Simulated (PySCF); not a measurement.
Al(Cl)2(SiH3) (AlCl₂H₃Si), SMILES [SiH3][Al]([Cl])[Cl].

Geometry optimised at PBE0-D3(BJ)/def2-SVP.

These are TDDFT-CAM-B3LYP/def2-SVPD run with PySCF values and carry that method's errors.

Vertical excitations. Isolated molecule, no solvent.

| state | energy (eV) | λ (nm) | f | main pairs |
|---|---|---|---|---|
| S1 | 5.46 | 227 | 0.024 | HOMO→LUMO 98 % |
| S2 | 6.37 | 195 | 0.000 | HOMO−1→LUMO 97 % |
| S3 | 6.68 | 186 | 0.352 | HOMO→LUMO+1 92 % |
| S4 | 6.89 | 180 | 0.010 | HOMO−2→LUMO 80 %, HOMO→LUMO+2 15 % |
| S5 | 7.09 | 175 | 0.045 | HOMO→LUMO+2 56 %, HOMO−1→LUMO+1 28 % |
| S6 | 7.22 | 172 | 0.005 | HOMO−4→LUMO 94 % |
| S7 | 7.39 | 168 | 0.116 | HOMO−3→LUMO 89 % |
| S8 | 7.46 | 166 | 0.110 | HOMO−1→LUMO+1 57 %, HOMO→LUMO+2 15 %, HOMO−5→LUMO 10 % |
| S9 | 7.52 | 165 | 0.006 | HOMO−2→LUMO+1 87 % |
| S10 | 7.56 | 164 | 0.034 | HOMO−5→LUMO 81 % |
| T1 | 4.57 | 271 | 0 | HOMO→LUMO 95 % |
| T2 | 5.80 | 214 | 0 | HOMO→LUMO+1 84 % |
| T3 | 6.14 | 202 | 0 | HOMO→LUMO+2 89 % |
| T4 | 6.27 | 198 | 0 | HOMO−1→LUMO 96 % |
Triplets are in the Tamm–Dancoff approximation, which puts them higher than full response would, so one can lie above its singlet here.
